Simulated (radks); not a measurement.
Task: Charge is removed step by step from the 5d3/2 level of the tantalum ion Ta+, starting from [Xe] 4f14 5d(3/2: 3, 5/2: 0) 6s1. Method: Dirac Kohn-Sham, PBE, spin-unpolarised, spherical densities, finite nucleus; Fermi nuclear charge, rms radius 5.3507 fm; computed with a radial shooting solver on a logarithmic mesh with Libxc functionals. At the starting occupation the eigenvalue is -10.657 eV. Estimate the energy to remove one whole electron from this level, the eigenvalue at the end, and how far E(n) bends from a straight line.

Result: Delta-SCF 15.470 eV; final eigenvalue -20.552 eV; the deviation from the straight line is -1.238 eV at 0.5 electron removed, the largest on the grid computed. Slater's transition state (half an electron removed) gives 15.403 eV. Integrating minus the eigenvalue over the occupation (Janak's theorem) gives 15.470 eV. The mean slope of the eigenvalue, de/dn, is 9.89 eV per electron.
